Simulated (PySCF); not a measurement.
Ta(O)(OH)2(NH2) (H4NO3Ta), SMILES [OH][Ta]([OH])(=[O])[NH2], multiplicity 1.

Geometry optimised at B3LYP-D3(BJ)/def2-SVP. The spin state was assumed, not searched. The structure was generated by enumeration; whether it is a known compound was not checked. The def2 effective core potentials stand for the cores of Ta; spin–orbit coupling is left out. Other conformers were not sampled.

The numbers are results of TDA-M06-2X/def2-SVPD (PySCF), not measurements.

Vertical excitations. Gas-phase values at a fixed geometry. State labels are in the subgroup Cs.

Computed lowest excited states:
```
state  symmetry  energy (eV)  λ (nm)      f                                                                   main pairs
-----  --------  -----------  ------  -----  ---------------------------------------------------------------------------
S1           A"         6.22     199  0.018                                                             HOMO→LUMO+1 84 %
S2           A"         6.64     187  0.018                                             HOMO→LUMO 71 %, HOMO→LUMO+4 17 %
S3           A"         6.82     182  0.000                                       HOMO−1→LUMO+1 64 %, HOMO−1→LUMO+6 12 %
S4           A'         7.19     172  0.001                                       HOMO−3→LUMO+1 51 %, HOMO−2→LUMO+1 17 %
S5           A'         7.29     170  0.093                                         HOMO→LUMO+3 57 %, HOMO−3→LUMO+1 12 %
S6           A'         7.33     169  0.053  HOMO−2→LUMO+1 34 %, HOMO→LUMO+3 20 %, HOMO−1→LUMO+3 13 %, HOMO−3→LUMO+1 9 %
S7           A"         7.38     168  0.000                   HOMO−2→LUMO+3 60 %, HOMO−2→LUMO+7 14 %, HOMO−1→LUMO+1 10 %
S8           A"         7.38     168  0.009                                           HOMO→LUMO+6 52 %, HOMO→LUMO+4 28 %
S9           A"         7.62     163  0.004                          HOMO→LUMO+5 52 %, HOMO→LUMO+8 27 %, HOMO→LUMO+6 8 %
S10          A"         7.67     162  0.000                                       HOMO−3→LUMO+3 55 %, HOMO−3→LUMO+7 10 %
T1           A'         5.91     210      0                                                             HOMO→LUMO+3 82 %
T2           A"         6.05     205      0                                             HOMO→LUMO+1 81 %, HOMO→LUMO 15 %
T3           A'         6.18     201      0                                       HOMO−2→LUMO+1 48 %, HOMO−2→LUMO+6 17 %
T4           A"         6.42     193      0                           HOMO→LUMO 59 %, HOMO→LUMO+4 20 %, HOMO→LUMO+1 10 %
```
Triplets are in the Tamm–Dancoff approximation.
